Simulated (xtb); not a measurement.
xtb was given this input:
```
$ xtb mol.xyz --gfn 2 --uhf 1 --hess --json

# file mol.xyz
2

Te    -0.00000000    -0.00000000    -0.03110694
H      0.00000000     0.00000000     1.61756080
```

Problem. What does this run give for the zero-point energy, partial charges in atom order, total energy, dipole moment, harmonic frequencies (imaginary ones negative)?

Solution. 
- zero-point energy: 2.8 kcal/mol
- partial charges in atom order: Te1 -0.01, H2 0.01
- total energy: -96.5534 eV
- dipole moment: 0.10 D
- harmonic frequencies (imaginary ones negative): 1954 cm⁻¹
